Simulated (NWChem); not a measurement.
# GaH₃S; SMILES [GaH2][SH]

```xyz
5

Ga    -0.0151    -0.7883     0.0000
H      1.3724    -1.5017     0.0000
H     -1.4208    -1.4693     0.0000
S      0.0737     1.4134     0.0000
H     -1.2651     1.5947     0.0000
```
Atoms are numbered in this order, from 1.

Program: NWChem. Coordinates come from a PBE0/def2-SVP optimisation. GIAO values for the isolated, static molecule; σ is the absolute isotropic shielding, δ = σ(reference) − σ with the isolated reference molecule computed at the same levels (1H: tetramethylsilane).

For level PBE/x2c-SVPall-s, scalar ZORA without spin-orbit coupling:

| Property | Result |
|---|---|
| σ Ga1 (ppm) | 1146.0 |
| δ H2 (ppm) | 6.64 |
| δ H3 (ppm) | 6.85 |
| σ S4 (ppm) | 522.8 |

**Question.** How do the values read with level PBE0/x2c-SVPall-s, scalar ZORA without spin-orbit coupling instead?

**Answer.** 
| Quantity | Value |
|---|---|
| σ Ga1 (ppm) | 1210.4 |
| δ H2 (ppm) | 6.35 |
| δ H3 (ppm) | 6.51 |
| σ S4 (ppm) | 577.1 |
